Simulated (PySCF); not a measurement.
**Working with the constants of AsPb⁺**

UHF-CCSD(T) constants of AsPb⁺, ³Σ⁻ (triplet), unpaired electrons π ↑↑ (As cc-pVDZ-PP with ECP10, Pb cc-pVDZ-PP with ECP60; scalar-relativistic core potentials (PySCF 2.14); masses 74.9216 and 207.9766 u):

* ωe: 188.0 cm⁻¹
* ωexe: 0.488 cm⁻¹
* Be: 0.040831 cm⁻¹
* αe: 0.000130 cm⁻¹
* D (centrifugal): 7.71e-09 cm⁻¹

**Question.** Give the vibrational terms G(v) and spacings up to v = 6.

**Answer.** G(v) = ωe(v+½) − ωexe(v+½)².

```csv
v,G(v) (cm⁻¹),G(v) − G(v−1),Bv (cm⁻¹)
0,93.9,,0.04077
1,280.9,187.0,0.04064
2,466.9,186.0,0.04051
3,652.0,185.1,0.04038
4,836.1,184.1,0.04025
5,1019.2,183.1,0.04012
6,1201.4,182.1,0.03999
```

Correlated steps freeze 8 core orbitals. These are scalar-relativistic numbers at best; spin–orbit coupling would shift them, the dissociation energy most. The state is the lowest determinant that a PBE0 search found; another state may lie lower at other levels.
